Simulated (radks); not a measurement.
Ce+, 57 electrons, occupied as [Xe] 4f1 5d2. All-electron calculation, scalar-relativistic Kohn-Sham, r2SCAN, spin-polarised, spherical densities, finite nucleus; open shells are filled with parallel spins first (spin-orbit coupling, left out, can overturn this in heavy ions); meta-GGA in the generalised Kohn-Sham scheme; Fermi nuclear charge, rms radius 4.8771 fm. Program: a radial shooting solver on a logarithmic mesh with Libxc functionals.

Normalised radial functions P(r) = r R(r), r in bohr:

r,5s up
0.003813,0.0951
0.004439,0.1046
0.005127,0.1137
0.005969,0.1230
0.006893,0.1313
0.008025,0.1387
0.009268,0.1438
0.01079,0.1464
0.01246,0.1451
0.01451,0.1388
0.01675,0.1268
0.0195,0.1067
0.0227,0.0781
0.02622,0.0427
0.03052,-0.0031
0.03525,-0.0527
0.04104,-0.1085
0.0474,-0.1597
0.05518,-0.2048
0.06372,-0.2310
0.07418,-0.2321
0.08567,-0.2008
0.09974,-0.1301
0.1152,-0.0304
0.1341,0.0968
0.1549,0.2168
0.1803,0.3128
0.2082,0.3450
0.2424,0.2934
0.2799,0.1594
0.3259,-0.0496
0.3764,-0.2663
0.4381,-0.4480
0.5101,-0.5147
0.5891,-0.4338
0.6858,-0.2000
0.792,0.1154
0.922,0.4681
1.065,0.7470
1.24,0.9227
1.432,0.9539
1.667,0.8612
1.925,0.6960
2.241,0.4938
2.588,0.3183
3.013,0.1759
3.479,0.0875
4.05,0.0356
4.678,0.0128
5.445,0.0035
6.289,0.0008
7.321,0.0001
8.455,0.0000
9.843,0.0000

5s up: eigenvalue -45.864 eV, 4 radial nodes at r = 0.0302, 0.120, 0.315, 0.753 bohr, <r> = 1.54 bohr, 90 % of the charge inside 2.21 bohr.
